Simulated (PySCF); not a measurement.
# Computed records: BH4Si, CH2BCl

Computed with PySCF 2.14.0. Calculation on a computer-drawn molecule: vertical ionisation energy to the stated ion spin, frozen-core CCSD(T) at the basis limit and cheaper methods, single-reference cases, UHF for radicals, no spin-orbit; all values are single points at the evaluated structure, the first of each entry, which is the reference or a displaced copy of it and isn't optimised; the reference structure only sets the zero of the energies above reference; triples share is (T) over the correlation energy.

Common to all runs: multiplicity 1; ion multiplicity 2; diffuse functions no; basis cc-pV(n+d)Z; reference is the Hartree-Fock double-zeta minimum; best is HF at quadruple zeta + MP2 correlation extrapolated from triple and quadruple zeta + CCSD(T) minus MP2 at triple zeta; basis step is the size of the change from the same recipe one zeta lower.

(1) 
```xyz
6
formula=BH4Si charge=1 ionisation_energy_best=17.98 ionisation_energy_basis_step=0.035 energy_above_reference_best=0.5774 energy_above_reference_basis_step=0.03877 ionisation_energy_Koopmans_at_triple_zeta=18.11 ionisation_energy_EOM_CCSD_at_triple_zeta=17.94 total_energy_HF_triple_zeta=-315.6286 total_energy_CCSD(T)_triple_zeta=-315.8639 total_energy_best=-315.8914 T1_diagnostic_at_triple_zeta=0.01175 D1_diagnostic_at_triple_zeta=0.02265 ion_T1_diagnostic_at_triple_zeta=0.01783 ion_D1_diagnostic_at_triple_zeta=0.0476 ion_spin_squared_at_triple_zeta=0.7686 triples_share_at_triple_zeta=0.02578 basis_functions_triple_zeta=125
B     -1.6128    -2.1083    -1.7173
Si    -1.7817    -0.1540    -1.1066
H     -2.6032    -2.6488    -2.0977
H     -0.5485    -2.6259    -1.7120
H     -2.0885     0.2232     0.3044
H     -1.6300     0.9618    -2.0029
```

Units: ionisation_energy_best, ionisation_energy_basis_step, ionisation_energy_Koopmans_at_triple_zeta, ionisation_energy_EOM_CCSD_at_triple_zeta in eV; energy_above_reference_best, energy_above_reference_basis_step in kcal/mol; total_energy_HF_triple_zeta, total_energy_CCSD(T)_triple_zeta, total_energy_best in hartree.

Reference structure:
```xyz
6
BH4Si
B     -1.6094    -2.0972    -1.7185
Si    -1.7794    -0.1666    -1.1020
H     -2.5928    -2.6523    -2.0927
H     -0.5326    -2.6014    -1.6823
H     -2.0685     0.1946     0.2902
H     -1.6218     0.9710    -2.0147
```

Drawn bonds:
```
atom  other atom  order
   1           2      1
   1           3      1
   1           4      1
   2           5      1
   2           6      1
```

Triple zeta:
```
 method  ionisation energy (eV)  energy above reference (kcal/mol)
     HF                   17.05                             0.4035
    PBE                   17.56                             0.6605
 r2SCAN                   17.65                             0.6675
  B3LYP                   17.75                             0.5873
  wB97X                   17.79                             0.6156
    MP2                   17.86                             0.5366
   CCSD                   17.86                             0.5259
CCSD(T)                   17.88                             0.5355
```

(2) 
```xyz
6
formula=BH4Si charge=1 ionisation_energy_best=18.02 ionisation_energy_basis_step=0.03462 energy_above_reference_best=7.582 energy_above_reference_basis_step=0.187 ionisation_energy_Koopmans_at_triple_zeta=18.13 ionisation_energy_EOM_CCSD_at_triple_zeta=17.98 total_energy_HF_triple_zeta=-315.6180 total_energy_CCSD(T)_triple_zeta=-315.8527 total_energy_best=-315.8803 T1_diagnostic_at_triple_zeta=0.01148 D1_diagnostic_at_triple_zeta=0.02274 ion_T1_diagnostic_at_triple_zeta=0.0177 ion_D1_diagnostic_at_triple_zeta=0.04852 ion_spin_squared_at_triple_zeta=0.7685 triples_share_at_triple_zeta=0.02528 basis_functions_triple_zeta=125
B     -1.6128    -2.1083    -1.7173
Si    -1.7817    -0.1540    -1.1066
H     -2.6032    -2.6488    -2.0977
H     -0.5485    -2.6259    -1.7120
H     -2.0885     0.2232     0.3044
H     -1.6435     0.8626    -1.9232
```

Units: ionisation_energy_best, ionisation_energy_basis_step, ionisation_energy_Koopmans_at_triple_zeta, ionisation_energy_EOM_CCSD_at_triple_zeta in eV; energy_above_reference_best, energy_above_reference_basis_step in kcal/mol; total_energy_HF_triple_zeta, total_energy_CCSD(T)_triple_zeta, total_energy_best in hartree.

Reference structure:
```xyz
6
BH4Si
B     -1.6094    -2.0972    -1.7185
Si    -1.7794    -0.1666    -1.1020
H     -2.5928    -2.6523    -2.0927
H     -0.5326    -2.6014    -1.6823
H     -2.0685     0.1946     0.2902
H     -1.6218     0.9710    -2.0147
```

Drawn bonds:
```
atom  other atom  order
   1           2      1
   1           3      1
   1           4      1
   2           5      1
   2           6      1
```

Triple zeta:
```
 method  ionisation energy (eV)  energy above reference (kcal/mol)
     HF                   17.07                              7.054
    PBE                   17.61                              8.537
 r2SCAN                   17.69                              7.913
  B3LYP                   17.79                              7.592
  wB97X                   17.83                                7.6
    MP2                    17.9                              7.265
   CCSD                    17.9                               7.44
CCSD(T)                   17.92                              7.533
```

(3) 
```xyz
6
formula=BH4Si charge=1 ionisation_energy_best=17.95 ionisation_energy_basis_step=0.03513 energy_above_reference_best=0.653 energy_above_reference_basis_step=0.009876 ionisation_energy_Koopmans_at_triple_zeta=18.08 ionisation_energy_EOM_CCSD_at_triple_zeta=17.91 total_energy_HF_triple_zeta=-315.6280 total_energy_CCSD(T)_triple_zeta=-315.8638 total_energy_best=-315.8913 T1_diagnostic_at_triple_zeta=0.01195 D1_diagnostic_at_triple_zeta=0.02262 ion_T1_diagnostic_at_triple_zeta=0.01816 ion_D1_diagnostic_at_triple_zeta=0.04766 ion_spin_squared_at_triple_zeta=0.7696 triples_share_at_triple_zeta=0.02611 basis_functions_triple_zeta=125
B     -1.6128    -2.1083    -1.7173
Si    -1.7817    -0.1540    -1.1066
H     -2.6032    -2.6488    -2.0977
H     -0.5485    -2.6259    -1.7120
H     -2.0885     0.2232     0.3044
H     -1.6225     1.0168    -2.0471
```

Units: ionisation_energy_best, ionisation_energy_basis_step, ionisation_energy_Koopmans_at_triple_zeta, ionisation_energy_EOM_CCSD_at_triple_zeta in eV; energy_above_reference_best, energy_above_reference_basis_step in kcal/mol; total_energy_HF_triple_zeta, total_energy_CCSD(T)_triple_zeta, total_energy_best in hartree.

Reference structure:
```xyz
6
BH4Si
B     -1.6094    -2.0972    -1.7185
Si    -1.7794    -0.1666    -1.1020
H     -2.5928    -2.6523    -2.0927
H     -0.5326    -2.6014    -1.6823
H     -2.0685     0.1946     0.2902
H     -1.6218     0.9710    -2.0147
```

Drawn bonds:
```
atom  other atom  order
   1           2      1
   1           3      1
   1           4      1
   2           5      1
   2           6      1
```

Triple zeta:
```
 method  ionisation energy (eV)  energy above reference (kcal/mol)
     HF                   17.02                             0.7919
    PBE                   17.53                             0.1777
 r2SCAN                   17.61                               0.56
  B3LYP                   17.72                             0.5824
  wB97X                   17.76                              0.709
    MP2                   17.84                              0.797
   CCSD                   17.83                             0.6371
CCSD(T)                   17.85                             0.5899
```

(4) 
```xyz
5
formula=CH2BCl charge=0 ionisation_energy_best=9.061 ionisation_energy_basis_step=0.05907 energy_above_reference_best=0.3018 energy_above_reference_basis_step=0.08921 ionisation_energy_Koopmans_at_triple_zeta=8.952 ionisation_energy_EOM_CCSD_at_triple_zeta=8.997 total_energy_HF_triple_zeta=-523.2345 total_energy_CCSD(T)_triple_zeta=-523.7303 total_energy_best=-523.7985 T1_diagnostic_at_triple_zeta=0.01314 D1_diagnostic_at_triple_zeta=0.03657 ion_T1_diagnostic_at_triple_zeta=0.0177 ion_D1_diagnostic_at_triple_zeta=0.06536 ion_spin_squared_at_triple_zeta=0.7571 triples_share_at_triple_zeta=0.0446 basis_functions_triple_zeta=127 dipole_magnitude_HF_at_triple_zeta=0.6363 dipole_magnitude_CCSD_unrelaxed_at_triple_zeta=0.5961 dipole_magnitude_PBE_at_triple_zeta=0.6091 dipole_magnitude_r2SCAN_at_triple_zeta=0.6085 dipole_magnitude_B3LYP_at_triple_zeta=0.6119 dipole_magnitude_wB97X_at_triple_zeta=0.6205
C     -1.5542    -0.8065    -0.3844
B     -2.0295     0.3415    -1.0110
Cl    -2.5988     1.7818    -1.7468
H     -0.4924    -1.0164    -0.3573
H     -2.2107    -1.5225     0.0655
```

Units: ionisation_energy_best, ionisation_energy_basis_step, ionisation_energy_Koopmans_at_triple_zeta, ionisation_energy_EOM_CCSD_at_triple_zeta in eV; energy_above_reference_best, energy_above_reference_basis_step in kcal/mol; total_energy_HF_triple_zeta, total_energy_CCSD(T)_triple_zeta, total_energy_best in hartree; dipole_magnitude_HF_at_triple_zeta, dipole_magnitude_CCSD_unrelaxed_at_triple_zeta, dipole_magnitude_PBE_at_triple_zeta, dipole_magnitude_r2SCAN_at_triple_zeta, dipole_magnitude_B3LYP_at_triple_zeta, dipole_magnitude_wB97X_at_triple_zeta in debye.

Reference structure:
```xyz
5
CH2BCl
C     -1.5478    -0.8008    -0.4004
B     -2.0118     0.3526    -0.9995
Cl    -2.5832     1.7725    -1.7369
H     -0.4899    -1.0323    -0.3563
H     -2.2234    -1.5192     0.0489
```

Drawn bonds:
```
atom  other atom  order
   1           2      2
   2           3      1
   1           4      1
   1           5      1
```

Triple zeta:
```
 method  ionisation energy (eV)  energy above reference (kcal/mol)
     HF                   7.572                              0.343
    PBE                   8.858                              0.375
 r2SCAN                   8.745                             0.4563
  B3LYP                   8.888                             0.4145
  wB97X                   8.854                             0.4473
    MP2                   8.939                             0.3069
   CCSD                   8.816                             0.2596
CCSD(T)                   8.906                             0.2046
```

(5) 
```xyz
5
formula=CH2BCl charge=0
C     -1.5723    -0.8329    -0.3787
B     -2.0594     0.3327    -0.8682
Cl    -2.5599     1.7476    -1.7458
H     -0.5206    -1.0582    -0.3681
H     -2.1774    -1.4612     0.0598
```

Reference structure:
```xyz
5
CH2BCl
C     -1.5478    -0.8008    -0.4004
B     -2.0118     0.3526    -0.9995
Cl    -2.5832     1.7725    -1.7369
H     -0.4899    -1.0323    -0.3563
H     -2.2234    -1.5192     0.0489
```

Drawn bonds:
```
atom  other atom  order
   1           2      2
   2           3      1
   1           4      1
   1           5      1
```

Q: Give the missing dipole magnitude B3LYP at triple zeta for CH2BCl (entry 5).
A: 0.4057 debye

Q: CH2BCl (entry 5): ionisation energy Koopmans at triple zeta?
A: 9.171 eV

Q: What dipole magnitude wB97X at triple zeta does the calculation give for CH2BCl (entry 5)?
A: 0.4059 debye

Q: Give the missing dipole magnitude HF at triple zeta for CH2BCl (entry 5).
A: 0.409 debye

Q: Give the table of triple zeta values for CH2BCl (entry 5).
A: 
Triple zeta:
```
 method  ionisation energy (eV)  energy above reference (kcal/mol)
     HF                   7.806                              6.903
    PBE                   9.051                              8.551
 r2SCAN                   8.951                              7.871
  B3LYP                   9.094                              7.548
  wB97X                   9.072                              7.671
    MP2                   9.152                              7.851
   CCSD                   9.033                              7.696
CCSD(T)                   9.115                              7.938
```

Further results for CH2BCl (entry 5):

| Item | Value |
| --- | --- |
| ionisation energy best | 9.268 eV |
| ionisation energy basis step | 0.05873 eV |
| energy above reference best | 7.76 kcal/mol |
| energy above reference basis step | 0.003499 kcal/mol |
| ionisation energy EOM CCSD at triple zeta | 9.207 eV |
| total energy HF triple zeta | -523.2240 hartree |
| total energy CCSD(T) triple zeta | -523.7180 hartree |
| total energy best | -523.7866 hartree |
| T1 diagnostic at triple zeta | 0.01292 |
| D1 diagnostic at triple zeta | 0.03658 |
| ion T1 diagnostic at triple zeta | 0.01868 |
| ion D1 diagnostic at triple zeta | 0.07307 |
| ion spin squared at triple zeta | 0.7566 |
| triples share at triple zeta | 0.04382 |
| basis functions triple zeta | 127 |
| dipole magnitude CCSD unrelaxed at triple zeta | 0.3969 debye |
| dipole magnitude PBE at triple zeta | 0.4114 debye |
| dipole magnitude r2SCAN at triple zeta | 0.4011 debye |
